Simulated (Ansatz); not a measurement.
PBE exchange is replaced step by step with exact exchange (0 % is PBE, 25 % PBE0; no dispersion term), basis def2-TZVP, Ansatz. System: Si3Au⁺ (the lowest singlet isomer of a short search). The state is a singlet with charge 1. Geometry: r2SCAN-D4/def2-SVP, each spin state at its own.

The relaxed triplet has other bonds than the singlet, so its gap is one between isomers. The relaxed quintet has other bonds than the singlet, so its gap is one between isomers.

Geometry of the singlet:

```xyz
4

Au   -1.356    0.052    0.152
Si    0.139    1.953   -0.078
Si    0.004   -1.959    0.061
Si    1.213   -0.047   -0.135
```

In the def2 sets Au takes a core potential; there is no spin–orbit coupling. The structure comes from a short search, and lower isomers may exist.

| exact exchange (%) | HOMO (eV) | LUMO (eV) | gap (eV) | triplet − singlet (kJ/mol) | quintet − singlet (kJ/mol) |
| --- | --- | --- | --- | --- | --- |
| 0 | -10.46 | -9.15 | 1.31 | 49.1 | 183.6 |
| 5 | -10.60 | -9.00 | 1.60 | 47.2 | 181.2 |
| 10 | -10.73 | -8.84 | 1.89 | 45.2 | 178.7 |
| 15 | -10.87 | -8.69 | 2.18 | 43.2 | 176.1 |
| 25 | -11.14 | -8.38 | 2.76 | 39.1 | 171.0 |
| 35 | -11.42 | -8.07 | 3.35 | 35.0 | 165.8 |
| 50 | -11.84 | -7.64 | 4.19 | 28.6 | 157.9 |
